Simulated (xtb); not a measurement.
C₂H₇Si, SMILES C[SiH]C (connectivity only; charge and spin as stated), charge +1, multiplicity 1. All values are semi-empirical tight-binding results from xtb (GFN2-xTB unless named), good for trends rather than for accurate numbers. Geometry optimised at GFN2-xTB. The multiplicity is an assumed one; other spin states were not compared. The isomer is the one that the SMILES or the coordinates give; other isomers of the formula were not compared.

Optimised geometry:

```xyz
10

C     -1.6269     0.4142     0.2468
Si    -0.0150    -0.4631    -0.1325
C      1.6500     0.3886    -0.0154
H     -1.8117     1.2285    -0.4562
H     -2.4851    -0.2603     0.1957
H     -1.6171     0.8563     1.2449
H     -0.0501    -1.8592    -0.5403
H      2.1628     0.4001    -0.9795
H      2.3143    -0.1228     0.6844
H      1.5582     1.4248     0.3179
```
Charge +1, spin multiplicity 1.

A frequency run showed that this geometry is not a minimum.

```
Quantity                                         Value
--------------------------------------  --------------
orbital gap                                    4.20 eV
static polarisability (D4 model)            57.1 bohr³
solvation energy, GFN2-xTB/ALPB(water)  -52.8 kcal/mol
solvation energy, GFN2-xTB/ALPB(ether)  -43.7 kcal/mol
```

Q: Give the atomic charges and the Wiberg bond orders between heavy atoms. (Estimate from the structure and the level; the computed values follow.)

A: charges (e) C1 -0.21, Si2 0.59, C3 -0.22, H4 0.13, H5 0.13, H6 0.13, H7 0.05, H8 0.13, H9 0.13, H10 0.13. Bond orders C1–Si2 1.08, Si2–C3 1.08.
